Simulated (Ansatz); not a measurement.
## C2H2FSi (SMILES C#C[SiH]F): the vertical energy of the quartet above the doublet from total energies

C2H2FSi: 6 atoms, total charge 0, spin state doublet. SMILES: `C#C[SiH]F`. The coordinates come from a PBE0-D4/def2-TZVP relaxation.

Both states at this one shape; open shells run unrestricted unless said. 1 Eh = 27.2114 eV.

| level | program | doublet C2H2FSi (Eh) | quartet C2H2FSi (Eh) |
| --- | --- | --- | --- |
| UHF/3-21G | Ansatz | -462.741825 | -462.572332 |
| UB2PLYP/def2-SVPD, 8 core orbitals frozen | Ansatz | -466.201090 | -466.006108 |

Question: Work out the vertical gap, second state less first, at each level.

Answer: 
1. UHF/3-21G: -462.572332 − (-462.741825) = 0.169493 Eh = 4.61 eV.
2. UB2PLYP/def2-SVPD: -466.006108 − (-466.201090) = 0.194982 Eh = 5.31 eV.

No measured value is set beside it here; the levels span 4.61 to 5.31 eV. Hartree–Fock favours the state with fewer electron pairs, since it lacks pair correlation. The reference of the first state is spin-contaminated at UHF/3-21G (⟨S²⟩ = 0.86).
